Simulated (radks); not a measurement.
Values are calculated unless marked as measured or tabulated.
Q: These are the eigenvalues of the occupied orbitals of an atom or ion with whole-number occupations (eV). Code: a radial shooting solver on a logarithmic mesh with Libxc functionals. Model: scalar-relativistic Kohn-Sham, PBEsol, spin-unpolarised, spherical densities, point nucleus.

| orbital | eigenvalue |
|---|---|
| 1s | -4443.403 |
| 3s | -439.6130 |

Which element is it, and in what charge state? The configuration may be excited.

A: Z = 19, potassium, charge +16: K16+ in [He] 3s1. The 1s level, -163.29 hartree, gives Z - s = 18.1 by -(Z - s)^2/2, which with screening and relativity narrows Z to a few neighbours, and the depths must fix Z and the occupations together.
